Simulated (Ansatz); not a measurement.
## Worked example: vertical ionisation energy of CH2Br2 (dibromomethane)

CH2Br2 has 5 atoms, charge 0, and is taken as a singlet. As SMILES, `BrCBr`. The shape is that of a PBE0-D4/def2-TZVP optimisation.

```xyz
5

Br   -0.5824   -0.8733    1.5003
C    -0.1051    0.1241   -0.0720
Br    1.6135   -0.3441   -0.7943
H    -0.0758    1.1733    0.1980
H    -0.8502   -0.0799   -0.8321
```

Both states at this one shape; open shells run unrestricted unless said. 1 Eh = 27.2114 eV.

| level | program | singlet CH2Br2 (Eh) | doublet [CH2Br2]+ (Eh) |
| --- | --- | --- | --- |
| BLYP/def2-SVPD | Ansatz | -5186.995440 | -5186.631205 |
| B3LYP/6-31G* (Cartesian functions) | Ansatz | -5187.067397 | -5186.687634 |
| PBE0/def2-SVPD | Ansatz | -5186.325161 | -5185.940738 |
| MP2/def2-SVPD, 19 core orbitals frozen | Ansatz | -5183.827560 | -5183.428952 |

Question: Work out the vertical ionisation energy at each level.

Answer: 
1. BLYP/def2-SVPD: -5186.631205 − (-5186.995440) = 0.364235 Eh = 9.91 eV.
2. B3LYP/6-31G* (Cartesian functions): -5186.687634 − (-5187.067397) = 0.379763 Eh = 10.33 eV.
3. PBE0/def2-SVPD: -5185.940738 − (-5186.325161) = 0.384423 Eh = 10.46 eV.
4. MP2/def2-SVPD: -5183.428952 − (-5183.827560) = 0.398608 Eh = 10.85 eV.

No measured value is set beside it here; the levels span 9.91 to 10.85 eV. Spin-orbit coupling, which splits open shells on such heavy atoms by tenths of an eV, is left out. All-electron rows are non-relativistic unless named.
